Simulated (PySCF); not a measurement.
Geometries of 3 isomers of C2H11Ge2N, from PBE0-D3(BJ)/def2-SVP geometry optimisation, gas phase in PySCF 2.14.0. One conformer each, no zero-point energy, no frequencies.

Question: Which is lowest in electronic energy at this level?
A.
```xyz
16
angstrom
C     -2.155    0.352    0.940
N     -1.361    0.718   -0.208
Ge    -0.352   -0.548   -1.083
C      1.118   -1.004    0.116
Ge     1.801    0.569    1.065
H     -2.482    1.248    1.494
H     -3.061   -0.248    0.713
H     -1.548   -0.239    1.646
H     -1.835    1.375   -0.819
H      0.163    0.138   -2.362
H     -1.166   -1.816   -1.455
H      1.934   -1.462   -0.465
H      0.788   -1.754    0.852
H      3.167    0.230    1.703
H      2.002    1.742    0.088
H      0.836    0.992    2.186
```
B.
```xyz
16
angstrom
C     -2.289    0.397   -0.234
C     -1.543   -0.218    0.942
Ge     0.000   -1.293    0.385
N      1.151   -0.313   -0.664
Ge     2.194    1.090   -0.122
H     -1.616    1.012   -0.853
H     -3.117    1.045    0.096
H     -2.720   -0.376   -0.890
H     -1.163    0.567    1.619
H     -2.205   -0.857    1.550
H      0.787   -1.775    1.623
H     -0.457   -2.489   -0.477
H      1.000   -0.387   -1.664
H      2.670    0.766    1.307
H      1.434    2.439   -0.094
H      3.391    1.222   -1.084
```
C.
```xyz
16
angstrom
C     -1.465   -0.236    0.875
C     -0.641    0.146   -0.348
N      0.800    0.141   -0.140
Ge     1.687   -1.465   -0.276
Ge     1.571    1.637    0.604
H     -2.543   -0.216    0.651
H     -1.211   -1.250    1.223
H     -1.279    0.456    1.711
H     -0.951    1.150   -0.696
H     -0.887   -0.538   -1.181
H      1.154   -2.173   -1.538
H      1.454   -2.395    0.940
H      3.189   -1.157   -0.389
H      1.297    1.773    2.122
H      3.089    1.537    0.377
H      0.966    2.863   -0.110
```

Answer: B. That is `C[CH2][GeH2][NH][GeH3]`, 9.5 kcal/mol below the next.

| SMILES | atoms numbered as above | E (Eh) | relative (kcal/mol) | relative (kJ/mol) | dipole (D) |
| --- | --- | --- | --- | --- | --- |
| C[CH2][GeH2][NH][GeH3] | [CH3:1][CH2:2][GeH2:3][NH:4][GeH3:5] | -4290.29650 | 0.0 | 0.0 | 0.92 |
| C[NH][GeH2][CH2][GeH3] | [CH3:1][NH:2][GeH2:3][CH2:4][GeH3:5] | -4290.28135 | 9.5 | 39.8 | 1.05 |
| CC[N]([GeH3])[GeH3] | [CH3:1][CH2:2][N:3]([GeH3:4])[GeH3:5] | -4290.27924 | 10.8 | 45.3 | 0.46 |

As drawn, the lowest has an N–H bond, which the highest lacks.
